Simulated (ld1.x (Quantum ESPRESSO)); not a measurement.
**molybdenum (Mo), ultrasoft: configuration errors across variants**

```json
{
  "Element": "molybdenum (Mo)",
  "Generator": "ld1.x (Quantum ESPRESSO) 7.5",
  "Type": "ultrasoft",
  "Functional": "PBE",
  "Relativity": "scalar-relativistic",
  "Frozen core": "[Ar] 3d10",
  "Valence charge": "14",
  "Reference configuration": "4s2 4p6 4d5 5s0.5 5p0 (charge +0.5)",
  "Partial waves": "4s (bound): rcut 1.70, rcutus 2.00 bohr; 5s (bound): rcut 1.70, rcutus 2.00 bohr; 4p (bound): rcut 1.70, rcutus 2.15 bohr; 5p (bound, empty): rcut 1.70, rcutus 2.15 bohr; 4d (bound): rcut 1.45, rcutus 1.70 bohr; 4d channel at 0.9 Ry: rcut 1.45, rcutus 1.70 bohr; 4f channel at 0.05 Ry: rcut 1.80, rcutus 2.00 bohr; 4f channel at 0.95 Ry: rcut 1.80, rcutus 2.00 bohr",
  "Local potential": "all-electron potential smoothed inside 2.10 bohr (lloc = -1)",
  "Core correction": "none",
  "Augmentation charge": "PSQ, inside the norm-conserving radii"
}
```

All-electron excitation energies from the reference (eV): (1) 4s2 4p6 4d5 5s1 5p0 -2.727; (2) 4s2 4p6 4d5 5s0 5p0 4.163; (3) 4s2 4p6 4d4 5s0 5p0 19.625; (4) 4s2 4p6 4d5.5 5s0.5 5p0 -2.447; (5) 4s2 4p6 4d3 5s0 5p0 46.369; (6) 4s2 4p6 4d2 5s0 5p0 85.873.

The overlap operator is not positive definite (basis up to 400 Ry) in “base”, “waves 4s (bound): rcut 1.70, rcutus 2.26 bohr; 5s (bound): rcut 1.70, rcutus 2.26 bohr”, “all radii scaled by about 1.04 (s 2.08, p 2.24, d 1.78, f 2.08 bohr, rcut 1.78/1.78/1.52/1.88); local potential all-electron potential smoothed inside 2.18 bohr (lloc = -1)”, “waves 4d (bound): rcut 1.45, rcutus 1.58 bohr; 4d channel at 0.9 Ry: rcut 1.45, rcutus 1.58 bohr”, “wave 4d channel at 0.9 Ry: rcut 1.45, rcutus 1.70 bohr becomes 4d channel at -0.38 Ry: rcut 1.45, rcutus 1.70 bohr”, “core correction a·sin(br)/r model core inside 1.22 bohr”. Such files are unfit for use, however small their errors in these radial tests.

Tests that are not counted but printed errors over 1 eV. “waves 4s (bound): rcut 1.70, rcutus 2.26 bohr; 5s (bound): rcut 1.70, rcutus 2.26 bohr”: 4s2 4p6 4d3 5s0 5p0 (solver errors, printed error -1162 eV); 4s2 4p6 4d2 5s0 5p0 (solver errors, printed error -1143 eV).

2 further variants failed, have other tests or too few solved ones, and are left out.

Errors AE − PS in meV (a dash: test not solved or not reliable):

```tsv
change	(1)	(2)	(3)	(4)	(5)	(6)	bound ghosts
base	-1.6	-6.3	-1.6	-0.3	+17	+52	not determined (overlap not positive)
waves 4s (bound): rcut 1.70, rcutus 2.26 bohr; 5s (bound): rcut 1.70, rcutus 2.26 bohr	+0.3	-1.3	+1.1	-0.4	–	–	not determined (overlap not positive)
all radii scaled by about 1.04 (s 2.08, p 2.24, d 1.78, f 2.08 bohr, rcut 1.78/1.78/1.52/1.88); local potential all-electron potential smoothed inside 2.18 bohr (lloc = -1)	+0.1	-1.6	-0.3	-0.3	-13	–	not determined (overlap not positive)
waves 4d (bound): rcut 1.45, rcutus 1.58 bohr; 4d channel at 0.9 Ry: rcut 1.45, rcutus 1.58 bohr	-4.1	-9.8	-2.0	-0.5	+19	+49	not determined (overlap not positive)
wave 4d channel at 0.9 Ry: rcut 1.45, rcutus 1.70 bohr becomes 4d channel at -0.38 Ry: rcut 1.45, rcutus 1.70 bohr	-1.7	-6.2	-0.9	-0.3	+19	+57	not determined (overlap not positive)
core correction a·sin(br)/r model core inside 1.22 bohr	-3.2	-8.5	-3.2	-0.4	+16	+51	not determined (overlap not positive)
```

Task: Give the same row for: type RRKJ; waves now 4p (bound): rc 2.15 bohr; 4d (bound): rc 1.70 bohr; 4f channel at 0.05 Ry: rc 2.00 bohr; 4s (bound): rc 2.00 bohr; local potential the s channel.

Result: +941, -1200, -1645, +1.3, -2066, -2469; bound ghosts: none.
